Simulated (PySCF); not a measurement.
A structure optimised at ωB97X-D3(BJ)/def2-SVP, used in a PySCF frequency run:

```
C
H 1 1.1023
H 1 1.1028 2 106.79
C 1 1.5347 2 110.04 3 -120.06
H 4 1.1043 1 110.45 2 175.96
H 4 1.1057 5 105.88 1 118.48
C 4 1.5291 5 108.40 6 116.94
H 7 1.1040 4 110.19 5 56.56
H 7 1.1079 8 106.32 4 118.84
O 7 1.4108 8 105.80 9 118.88
H 10 0.9644 7 108.00 8 -175.94
Si 1 1.8755 2 107.25 3 114.86
H 12 1.4853 1 112.98 2 47.72
H 12 1.4906 13 109.47 8 -71.79
Cl 12 2.0760 13 107.49 14 -116.83
```
Charge 0, spin multiplicity 1.

Problem. Write its SMILES and formula.

Solution. OCCC[SiH2]Cl, C3H9ClOSi

Problem. What are its rotational constants (standard atomic weights)?

Solution. 5.5656, 0.89119, 0.85999 GHz
